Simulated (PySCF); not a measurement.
chloro(silylmethyl)silane (CH7ClSi2), SMILES [SiH3]C[SiH2]Cl.

Geometry: PBE0-D3(BJ)/def2-SVP. Other conformers were not sampled.

Method: PBE0-D3(BJ)/def2-SVP (PySCF 2.14.0).

Frequencies are harmonic and unscaled.

| mode | ν (cm⁻¹) | IR (km/mol) | Raman (Å⁴/amu) | depolarisation | moving atoms (share of kinetic energy) |
|---|---|---|---|---|---|
| 1 | 48 | 0.5 | 0.3 | 0.73 | H 37 %, Si 30 %, Cl 26 % |
| 2 | 127 | 0.7 | 0.5 | 0.67 | H 41 %, Si 28 %, Cl 26 % |
| 3 | 132 | 0.1 | 0.1 | 0.74 | H 69 %, C 17 %, Si 13 % |
| 4 | 243 | 3.2 | 1.8 | 0.69 | Si 40 %, H 30 %, C 20 %, Cl 11 % |
| 5 | 475 | 6.2 | 2.5 | 0.74 | H 87 % |
| 6 | 527 | 31.3 | 14.2 | 0.11 | Si 44 %, Cl 32 %, H 13 %, C 11 % |
| 7 | 548 | 4.0 | 3.5 | 0.73 | H 79 %, Si 17 % |
| 8 | 572 | 8.4 | 11.7 | 0.58 | H 48 %, Si 35 %, Cl 10 %, C 8 % |
| 9 | 679 | 22.9 | 7.6 | 0.46 | H 80 %, C 11 % |
| 10 | 701 | 18.5 | 10.2 | 0.69 | H 75 %, C 18 % |
| 11 | 769 | 52.9 | 4.3 | 0.68 | H 41 %, C 36 %, Si 22 % |
| 12 | 802 | 92.2 | 9.3 | 0.53 | H 59 %, C 29 %, Si 12 % |
| 13 | 874 | 275.5 | 15.9 | 0.69 | H 84 %, Si 9 % |
| 14 | 931 | 247.5 | 11.0 | 0.70 | H 90 %, Si 8 % |
| 15 | 943 | 71.1 | 20.1 | 0.74 | H 97 % |
| 16 | 949 | 22.9 | 31.7 | 0.75 | H 97 % |
| 17 | 956 | 50.8 | 12.6 | 0.73 | H 95 % |
| 18 | 1021 | 15.6 | 3.2 | 0.75 | H 95 % |
| 19 | 1083 | 80.2 | 1.1 | 0.75 | H 58 %, C 40 % |
| 20 | 1369 | 10.9 | 9.2 | 0.72 | H 92 %, C 8 % |
| 21 | 2229 | 102.7 | 167.3 | 0.12 | H 98 % |
| 22 | 2231 | 93.5 | 78.0 | 0.75 | H 96 % |
| 23 | 2248 | 104.3 | 239.5 | 0.09 | H 98 % |
| 24 | 2253 | 81.9 | 124.7 | 0.42 | H 96 % |
| 25 | 2254 | 113.5 | 77.1 | 0.41 | H 96 % |
| 26 | 3065 | 0.1 | 107.6 | 0.10 | H 95 % |
| 27 | 3137 | 0.2 | 72.6 | 0.74 | H 91 %, C 9 % |
